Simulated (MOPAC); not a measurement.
MOPAC input (PM3):

```
PM3 FORCE THERMO(298,298) PRECISE LET UHF MS=0.5 GEO-OK AUX(PRECISION=9) THREADS=1
H3BO2P

O    -0.45999203 1    0.01168099 1   -1.45025676 1
B    -0.59892214 1   -0.00744995 1   -0.19351696 1
O    -1.75652609 1   -0.03662982 1    0.53794214 1
P     1.23427778 1    0.01493588 1    0.43001748 1
H    -1.66055154 1   -0.04757802 1    1.47710948 1
H     1.87789103 1   -0.97380623 1   -0.13732042 1
H     1.84415046 1    1.03949541 1   -0.11040305 1
```

Output:

```
 *******************************************************************************
 **                                                                           **
 **                              MOPAC v23.2.5                                **
 **                                                                           **
 *******************************************************************************
 ** MOPAC's Digital Object Identifier: https://doi.org/10.5281/zenodo.6511958 **
 **                                                                           **
 ** Please cite the open-source release paper for use of this MOPAC version:  **
 ** J. E. Moussa and J. J. P. Stewart (2026)                                  **
 ** MOPAC: An open-source semiempirical molecular orbital program             **
 ** J. Open Source Softw., 11(119), 8025, https://doi.org/10.21105/joss.08025 **
 *******************************************************************************

                              PM3 CALCULATION RESULTS

 *******************************************************************************
 *  PM3        - The PM3 Hamiltonian to be used
 *  GEO-OK     - OVERRIDE INTERATOMIC DISTANCE AND OTHER SAFETY CHECKS
 *  UHF        - UNRESTRICTED HARTREE-FOCK CALCULATION
 *  MS=        - IN MECI, MAGNETIC COMPONENT OF SPIN =  0.5
 *  LET        - OVERRIDE SOME SAFETY CHECKS
 *  PRECISE    - TIGHTER CRITERIA TO BE USED
 *  FORCE      - FORCE CALCULATION SPECIFIED
 *  AUX        - OUTPUT AUXILIARY INFORMATION
 *  THERMO     - THERMODYNAMIC QUANTITIES TO BE CALCULATED
 *******************************************************************************
PM3 FORCE THERMO(298,298) PRECISE LET UHF MS=0.5 GEO-OK AUX(PRECISION=9) THREADS=1
 H3BO2P

   ATOM   CHEMICAL          X               Y               Z
  NUMBER   SYMBOL      (ANGSTROMS)     (ANGSTROMS)     (ANGSTROMS)

     1       O         -0.45999203  *   0.01168099  *  -1.45025676  *
     2       B         -0.59892214  *  -0.00744995  *  -0.19351696  *
     3       O         -1.75652609  *  -0.03662982  *   0.53794214  *
     4       P          1.23427778  *   0.01493588  *   0.43001748  *
     5       H         -1.66055154  *  -0.04757802  *   1.47710948  *
     6       H          1.87789103  *  -0.97380623  *  -0.13732042  *
     7       H          1.84415046  *   1.03949541  *  -0.11040305  *

          CARTESIAN COORDINATES

    NO.       ATOM           X           Y           Z

     1         O         -0.4600      0.0117     -1.4503
     2         B         -0.5989     -0.0074     -0.1935
     3         O         -1.7565     -0.0366      0.5379
     4         P          1.2343      0.0149      0.4300
     5         H         -1.6606     -0.0476      1.4771
     6         H          1.8779     -0.9738     -0.1373
     7         H          1.8442      1.0395     -0.1104

  H: (PM3): J. J. P. STEWART, J. COMP. CHEM. 10, 209 (1989).
  B: (PM3): J. J. P. STEWART, J. MOL. MOD., 10, 155-164 (2004)
  O: (PM3): J. J. P. STEWART, J. COMP. CHEM. 10, 209 (1989).
  P: (PM3): J. J. P. STEWART, J. COMP. CHEM. 10, 209 (1989).

           Empirical Formula: H3 O2 B P  =     7 atoms

      MOLECULAR POINT GROUP   :   Cs
[...]
 REDUCED MASS        0.8356         B 2 -- P 4          +1.7% ( 13.5%)     96.4%
 EFFECTIVE MASS      2.8537
 FORCE CONSTANT      0.4828

 VIBRATION         11    7A'         ATOM PAIR     ENERGY CONTRIBUTION    RADIAL
 FREQUENCY          1133.44         B 2 -- O 3         +46.1% ( 92.5%)     90.7%
 TRANSITION DIPOLE   3.6727         O 1 -- B 2         +19.8% ( 60.7%)     31.2%
 TRAVEL (Ang.)       0.1114         O 3 -- H 5         +12.2% ( 47.6%)     20.1%
 REDUCED MASS        4.7968         B 2 -- P 4         +11.8% ( 46.7%)     94.9%
 EFFECTIVE MASS     14.1403
 FORCE CONSTANT      3.6308

 VIBRATION         12    8A'         ATOM PAIR     ENERGY CONTRIBUTION    RADIAL
 FREQUENCY          1596.54         P 4 -- H 6         +49.4% ( 71.7%)     96.5%
 TRANSITION DIPOLE   0.8049         P 4 -- H 7         +49.4% ( 71.7%)     96.5%
 TRAVEL (Ang.)       0.2923         B 2 -- P 4          +0.3% (  6.0%)     41.5%
 REDUCED MASS        0.4942         B 2 -- O 3          +0.3% (  5.9%)     97.2%
 EFFECTIVE MASS      1.3289
 FORCE CONSTANT      0.7421

 VIBRATION         13    5A"         ATOM PAIR     ENERGY CONTRIBUTION    RADIAL
 FREQUENCY          1659.71         P 4 -- H 7         +49.9% ( 69.6%)     98.4%
 TRANSITION DIPOLE   0.5319         P 4 -- H 6         +49.9% ( 69.6%)     98.4%
 TRAVEL (Ang.)       0.2836         O 1 -- P 4          +0.1% (  3.7%)      0.0%
 REDUCED MASS        0.5053         B 2 -- P 4          +0.1% (  3.6%)      0.0%
 EFFECTIVE MASS      1.3425
 FORCE CONSTANT      0.8201

 VIBRATION         14    9A'         ATOM PAIR     ENERGY CONTRIBUTION    RADIAL
 FREQUENCY          1798.95         O 1 -- B 2         +46.7% ( 97.0%)     98.1%
 TRANSITION DIPOLE   4.1787         B 2 -- O 3         +24.7% ( 70.6%)     71.2%
 TRAVEL (Ang.)       0.0775         B 2 -- P 4         +22.3% ( 67.1%)      0.1%
 REDUCED MASS        6.2380         O 1 -- P 4          +5.9% ( 34.4%)     47.4%
 EFFECTIVE MASS     12.2796
 FORCE CONSTANT     11.8941

 VIBRATION         15   10A'         ATOM PAIR     ENERGY CONTRIBUTION    RADIAL
 FREQUENCY          3913.68         O 3 -- H 5         +99.6% (100.0%)     99.9%
 TRANSITION DIPOLE   0.4015         B 2 -- O 3          +0.4% (  6.4%)     22.3%
 TRAVEL (Ang.)       0.1348
 REDUCED MASS        0.9481
 EFFECTIVE MASS      1.3885
 FORCE CONSTANT      8.5563

      SYMMETRY NUMBER FOR POINT-GROUP Cs  =  1

          SYSTEM IS A GROUND STATE

 H3BO2P

          MOLECULE IS NOT LINEAR

          THERE ARE 15 GENUINE VIBRATIONS IN THIS SYSTEM
          THIS THERMODYNAMICS CALCULATION IS LIMITED TO
          MOLECULES WHICH HAVE NO INTERNAL ROTATIONS

                    CALCULATED THERMODYNAMIC PROPERTIES
                                          *
   TEMP. (K)   PARTITION FUNCTION   H.O.F.    ENTHALPY  HEAT CAPACITY ENTROPY
                                   KCAL/MOL   CAL/MOLE    CAL/K/MOL  CAL/K/MOL

 298.00  VIB.     0.8986D+01                  1885.3084    12.9069    10.6899
         ROT.     0.7176D+05                   888.2803     2.9808    25.1998
         INT.     0.6448D+06                  2773.5887    15.8877    35.8897
         TRA.     0.6508D+27                  1480.4672     4.9680    38.9292
         TOT.                     -118.467    4254.0559    20.8557    74.8189

   *: NOTE: HEATS OF FORMATION ARE RELATIVE TO THE
            ELEMENTS IN THEIR STANDARD STATE AT 298K
              (=  Standard Enthalpy of Formation).

            Hvib:  Zero-point energy is not included.
                   frequencies of less than zero cm-1 are not included.
            Hrot = (3/2)RT
            Htra = (3/2)RT + pV = (5/2)RT

            Heat capacity is Cp, not Cv

          For more information, see: HTTP://OpenMOPAC.net/Manual/thermochemistry.html

           FORCE CONSTANT IN CARTESIAN COORDINATES (Millidynes/A)

    ATOM   CHEMICAL       X               Y               Z
   NUMBER   SYMBOL  FORCE CONSTANT  FORCE CONSTANT  FORCE CONSTANT

      1       O       11.914962        0.423141        0.193228
      2       B       13.085287        4.561719        1.243457
      3       O       10.890413        4.731130        0.204753
      4       P        1.348563        2.414179        2.033497
      5       H        8.321224        0.767320        0.083266
      6       H        0.447841        0.563467        0.996763
      7       H        0.447841        0.563467        0.996763

 **********************
 *                    *
 * JOB ENDED NORMALLY *
 *                    *
 **********************

 == MOPAC DONE ==
```
